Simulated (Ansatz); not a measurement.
A nudged elastic band was laid between two geometries of a periodic cell of 13 atoms, Mg₁₂Au (surface Mg(0001), adsorbate Au).

All numbers below come from DFT PBE, scalar-relativistic, plane waves, PAW (Ansatz). Settings: cutoff 420 eV, k mesh 3x3x1, gaussian smearing 0.1 eV, no spin polarisation.

```json
{
  "movable images": "7",
  "climbing image": "yes",
  "spring": "2.0 to 10.0 eV/Å², energy-weighted",
  "optimiser": "quadratic models (default)",
  "start path": "IDPP",
  "force threshold": "0.05 eV/Å",
  "iteration limit": "80",
  "end points": "relaxed",
  "atoms held": "1 to 4"
}
```

Initial state:

```xyz
13
Lattice="6.4200 0.0000 0.0000 3.2100 5.5599 0.0000 0.0000 0.0000 16.2130" Properties=species:S:1:pos:R:3
Mg 0.000 0.000 1.000
Mg 3.210 0.000 1.000
Mg 1.605 2.780 1.000
Mg 4.815 2.780 1.000
Mg 0.002 1.854 3.592
Mg 3.194 1.855 3.592
Mg 1.598 4.618 3.592
Mg 4.808 4.629 3.598
Mg -0.057 0.020 6.175
Mg 3.249 0.022 6.173
Mg 1.593 2.773 6.188
Mg 4.804 2.720 6.175
Au 4.814 4.632 7.989
```

Final state:

Only the atoms that move by more than 0.05 Å are listed.
```
Mg9 -0.011 -0.060 6.175
Mg10 3.198 -0.007 6.188
Mg11 1.644 2.802 6.173
Mg12 4.758 2.800 6.175
Au13 6.419 1.852 7.989
```

Problem. What changes between the two ends?

Solution. The atom that moves furthest is Au13, by 3.21 Å; four of its nearest neighbours are Mg10 2.63, Mg12 2.64, Mg9 2.64, Mg11 4.12 Å at the first end and Mg11 2.63, Mg9 2.64, Mg12 2.64, Mg10 4.12 Å at the last.

Problem. What energy profile does the band end with?

Solution. The forces met the threshold. The highest image is number 2 of 0 to 8, 0.092 eV above the ends, which have the same energy within 2 meV. The profile has 2 maxima (images 2, 6) with wells between them (image 4): this band takes more than one step, which may be the mechanism or a detour left from its start path. By the program's own check the climbing image is a first-order saddle point (lowest curvatures found: -0.41 and 0.12 eV/Å²). Limits of this set-up: coarse k mesh, thin slab, slab without dipole correction, a typed lattice constant that wasn't relaxed here.

| image | path coordinate (Å) | energy (eV) | Mg10–Au13 (Å) | Mg11–Au13 (Å) |
| --- | --- | --- | --- | --- |
| 0 | 0.00 | 0.000 | 2.63 | 4.12 |
| 1 | 0.62 | 0.056 | 2.58 | 3.51 |
| 2 | 1.04 | 0.092 | 2.57 | 3.02 |
| 3 | 1.48 | 0.057 | 2.59 | 2.76 |
| 4 | 2.12 | 0.007 | 2.63 | 2.64 |
| 5 | 2.79 | 0.053 | 2.76 | 2.59 |
| 6 | 3.23 | 0.091 | 3.00 | 2.57 |
| 7 | 3.67 | 0.058 | 3.50 | 2.58 |
| 8 | 4.30 | 0.000 | 4.12 | 2.63 |

Problem. What is the geometry of the highest image?

Solution. 
```xyz
13
Lattice="6.4200 0.0000 0.0000 3.2100 5.5599 0.0000 0.0000 0.0000 16.2130" Properties=species:S:1:pos:R:3:forces:R:3
Mg 0.000 0.000 1.000 0.02 -0.01 0.02
Mg 3.210 0.000 1.000 -0.01 -0.09 -0.02
Mg 1.605 2.780 1.000 -0.09 0.05 0.01
Mg 4.815 2.780 1.000 0.08 0.05 -0.02
Mg 0.025 1.846 3.630 0.00 0.00 0.00
Mg 3.185 1.873 3.512 0.00 0.00 0.00
Mg 1.627 4.623 3.627 0.00 0.00 0.01
Mg 4.840 4.624 3.566 0.00 0.00 0.00
Mg 0.098 -0.047 6.333 0.00 0.00 0.00
Mg 3.236 0.147 6.031 0.00 0.00 0.00
Mg 1.426 2.893 6.373 0.00 0.00 0.00
Mg 4.707 2.697 6.030 0.00 0.00 0.00
Au 5.593 4.191 7.917 0.00 0.00 0.01
```

The run took 3.1 min on 4 threads of AMD EPYC 9R45 96-Core Processor (Zen 5), on a shared host, peak memory 3 GiB.
